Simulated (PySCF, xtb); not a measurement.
Ga(Cl)3 cation (Cl3Ga), SMILES [Cl][Ga]([Cl])[Cl] (connectivity only; charge and spin as stated), charge +1, multiplicity 2.

Harmonic wavenumbers (cm⁻¹) from GFN2-xTB run with xtb at its own minimum, in rising order: 57, 57, 124, 288, 330, 331.

Task: What does B3LYP-D3(BJ)/def2-SVP (PySCF) give at its own minimum? (Estimate from the structure and the level; the computed values follow.)

Result: 83, 106, 152, 295, 357, 525. Paired by order, the mean absolute difference is 55 cm⁻¹ and the zero-point energies are 1.7 and 2.2 kcal/mol.
